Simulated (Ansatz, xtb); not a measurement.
# CdH5NOSi: which of two structures lies lower

We compare I, `[NH2][Cd][O][SiH3]`, a singlet, with II, a singlet given by its coordinates. Both are isolated molecules in the gas phase, relaxed with PBE0-D4/def2-SVP; the shapes shown needn't be the lowest conformers.

I (Å):

```yaml
atoms:
  - { symbol: Cd, position_ang: [0.1630, 0.9814, -0.5742] }
  - { symbol: N, position_ang: [-0.6386, 2.6727, -1.2668] }
  - { symbol: O, position_ang: [0.8451, -0.7098, 0.1505] }
  - { symbol: Si, position_ang: [0.2459, -1.9792, 1.0001] }
  - { symbol: H, position_ang: [-0.1920, 3.5057, -0.8848] }
  - { symbol: H, position_ang: [-0.5729, 2.7536, -2.2809] }
  - { symbol: H, position_ang: [-0.8754, -2.6722, 0.2777] }
  - { symbol: H, position_ang: [1.3250, -2.9874, 1.2408] }
  - { symbol: H, position_ang: [-0.3001, -1.5648, 2.3377] }
```

II (Å):

```yaml
atoms:
  - { symbol: Cd, position_ang: [0.4498, -2.2859, -0.2356] }
  - { symbol: N, position_ang: [-0.4204, 1.4315, -0.6568] }
  - { symbol: O, position_ang: [0.3302, -0.4511, 1.3493] }
  - { symbol: Si, position_ang: [-0.0529, 0.9783, 0.9093] }
  - { symbol: H, position_ang: [-0.6734, 2.3638, -0.9606] }
  - { symbol: H, position_ang: [-0.3940, 0.7191, -1.3886] }
  - { symbol: H, position_ang: [0.0022, -1.2781, -1.5629] }
  - { symbol: H, position_ang: [0.8996, -3.6089, 0.7128] }
  - { symbol: H, position_ang: [-0.1411, 2.1313, 1.8331] }
```

Close contacts (Å): Cd1–O3 2.43, N2–Si4 1.67, O3–Si4 1.54, Cd1–H7 1.73, Cd1–H8 1.69, N2–H5 1.01, N2–H6 1.02, Si4–H9 1.48.

Q: Which of the two would you expect CCSD(T)/def2-SVP + ΔMP2/def2-TZVPP electronic energies to favour?

A: Structure I; the calculation gives E(II) − E(I) = +11.6 kcal/mol.

How the difference moves with the method:

```csv
level,geometry,E(II) − E(I) (kcal/mol),departure from the last row (kcal/mol),"job, with rough time for the two"
PBE0-D4/def2-SVP,PBE0-D4/def2-SVP,+10.5,−1.1,"optimisation, 2 min"
HF/def2-SVP,PBE0-D4/def2-SVP,+15.6,+3.9,part of the CCSD(T) run
MP2/def2-SVP,PBE0-D4/def2-SVP,+12.7,+1.1,part of the CCSD(T) run
CCSD(T)/def2-SVP,PBE0-D4/def2-SVP,+13.0,+1.4,single point
CCSD(T)/def2-SVP + ΔMP2/def2-TZVPP,PBE0-D4/def2-SVP,+11.6,,"single point, 34 s"
```

The levels shown agree on the order. The largest departure from CCSD(T)/def2-SVP + ΔMP2/def2-TZVPP is that of HF/def2-SVP, 3.9 kcal/mol. Levels run at GFN2-xTB geometries aren't shown. The last row adds to CCSD(T) the change of the MP2 difference between the two basis sets, here −1.4 kcal/mol.

With harmonic frequencies from PBE0-D4/def2-SVP (ideal gas, rigid rotor, one conformer each, 298.15 K, 1 atm): on the last row, ΔE + ΔZPE = +9.8 kcal/mol. A mode under 50 cm⁻¹ makes harmonic enthalpies and free energies unreliable, so none is given.

The correlated steps freeze 7 core orbitals. Atoms past krypton carry core potentials in the def2 sets and no spin–orbit term is included. Programs: Ansatz 0.2.0; the last row on 2 threads of Arm Neoverse V2 on a shared host.
